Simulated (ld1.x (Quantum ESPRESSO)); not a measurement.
## What one change does to a pseudopotential (selenium, PAW)

```json
{"Element": "Se", "Generator": "ld1.x (Quantum ESPRESSO) 7.5", "Type": "PAW", "Functional": "LDA (PZ)", "Relativity": "scalar-relativistic", "Frozen core": "[Ar]", "Valence charge": "16", "Reference configuration": "3d10 4s2 4p3 (charge +1)", "Partial waves": "4s (bound): rcut 1.25, rcutus 1.55 bohr; 4s channel at -0.85 Ry: rcut 1.25, rcutus 1.55 bohr; 4p (bound): rcut 1.40, rcutus 1.55 bohr; 4p channel at 3.5 Ry: rcut 1.40, rcutus 1.55 bohr; 3d (bound): rcut 0.90, rcutus 1.20 bohr; 3d channel at -3.95 Ry: rcut 0.90, rcutus 1.20 bohr", "Local potential": "all-electron potential smoothed inside 1.30 bohr (lloc = -1)", "Core correction": "Bessel-smoothed model core inside 1.20 bohr", "Augmentation charge": "PSQ, inside the norm-conserving radii"}
```

Change: local potential all-electron potential smoothed inside 0.90 bohr (lloc = -1).

Cutoffs: the cutoffs (Ry, on a coarse ladder) from which the occupation-weighted sum of valence levels, in a spherical-Bessel basis at the reference potential, stays within 10 and 1 mRy of its value at 400 Ry; they do not see the model core or the augmentation charge, which bear on the density cutoff. Errors are all-electron minus pseudo energies relative to the spin-unpolarised reference configuration.

Q: What does the change do?

A: The potential gets neither clearly harder nor softer (110 Ry and 180 Ry → 110 Ry and 180 Ry); a bound ghost appears in s, which as a rule spoils a file; of the 9 tests that both files solve, the error grows in 1 and shrinks in 0 by more than 15 % and 0.3 meV (median size 1.9 → 1.9 meV). A state that the projectors do not describe sees the local part alone, so a deeper or shallower local part can create or remove a ghost.

```csv
quantity,base,changed
"cutoff, loose",110 Ry,110 Ry
"cutoff, tight",180 Ry,180 Ry
bound ghosts,none,s
"error for 3d10 4s2 4p4, meV [ΔE -11.01 eV]",+1.9,+1.9
"error for 3d10 4s2 4p2, meV [ΔE 20.56 eV]",-3.5,-3.5
"error for 3d10 4s2 4p1, meV [ΔE 51.71 eV]",-11,-10
"error for 3d10 4s1 4p4, meV [ΔE 11.58 eV]",-0.9,-0.8
"error for 3d10 4s0 4p6, meV [ΔE 11.09 eV]",0.0,0.0
"error for 3d9 4s2 4p4, meV [ΔE 53.36 eV]",-348,-421
"error for 3d10 4s2 4p0, meV [ΔE 94.29 eV]",-26,-26
"error for 3d10 4s2 4p3 (spin-polarised), meV [ΔE -1.64 eV]",-0.7,-0.7
"error for 3d10 4s2 4p4 (spin-polarised), meV [ΔE -11.60 eV]",+1.8,+1.9
s: phases at 1.70 bohr within 0.05 rad from the reference energy up to (Ry; the scan ends near 5),4.4,to the end of the scan
p: phases at 1.70 bohr within 0.05 rad from the reference energy up to (Ry; the scan ends near 5),to the end of the scan,to the end of the scan
d: phases at 1.70 bohr within 0.05 rad from the reference energy up to (Ry; the scan ends near 5),to the end of the scan,to the end of the scan
lowest overlap eigenvalue by channel,"s 0.38, p 0.57, d 1.00","s 0.28, p 0.51, d 1.00"
```

 A true bound ghost makes a file unfit for plane-wave use even where its test errors are small: the radial tests pick states by their node count and pass the ghost by.
